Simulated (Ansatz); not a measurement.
Stepwise reaction of `[CH3][Nb]([CH3])(=[NH])[NH2]` with hydrogen fluoride, as a gas-phase model of exchange steps in deposition or etching. ΔE in kJ/mol; ΔG adds harmonic PBE0-D4 terms to CCSD(T)/CBS, at 1 bar.

Isolated molecules relaxed with PBE0-D4/def2-TZVP in Ansatz; ΔE leaves out vibrations. CCSD(T)/CBS adds triple-zeta CCSD(T) − MP2 to the extrapolated MP2 energy (def2 sets, frozen cores). This one scheme is used for every species. Functionals use def2-TZVPP. B3LYP here is the variant with VWN-RPA as its local correlation; programs differ in this. def2 core potentials past Kr. For Nb outer-core shells are correlated without core-valence functions, which leaves a few kJ/mol of doubt a bond. Each species was taken in one conformer, which may not be the lowest.

```tsv
step	reaction	PBE-D4	B3LYP-D4	ωB97M-V	CCSD(T)/CBS	ΔG(500 K)
2	`[CH3][Nb](=[NH])([NH2])[F]` + H–F → `[NH]=[Nb]([NH2])([F])[F]` + CH₄	-191.5	-196.7	-193.1	-178.4	-167.9
```

(1) Give the row of step 1, `[CH3][Nb]([CH3])(=[NH])[NH2]` + H–F → `[CH3][Nb](=[NH])([NH2])[F]` + CH₄. (Best estimate.)

(2) By hand: ΔE of the 2 steps together at CCSD(T)/CBS.

## Answers

(1) Ansatz gave: 
| step | reaction | PBE-D4 | B3LYP-D4 | ωB97M-V | CCSD(T)/CBS | ΔG(500 K) |
| --- | --- | --- | --- | --- | --- | --- |
| 1 | `[CH3][Nb]([CH3])(=[NH])[NH2]` + H–F → `[CH3][Nb](=[NH])([NH2])[F]` + CH₄ | -211.9 | -218.2 | -212.9 | -200.8 | -183.7 |

(2) (-200.8) + (-178.4) = -379.2 kJ/mol, or -189.6 kJ/mol a step.

In ΔE each step is higher than the one before. All are downhill at CCSD(T)/CBS. ΔG lies between -183.7 and -167.9 kJ/mol a step. PBE-D4 differs from CCSD(T)/CBS by -13.1 to -11.1 kJ/mol a step. Only this route is followed, and other bonds may react first. Isolated molecules leave out the surface, adducts and barriers. Largest T1 diagnostic: 0.020.
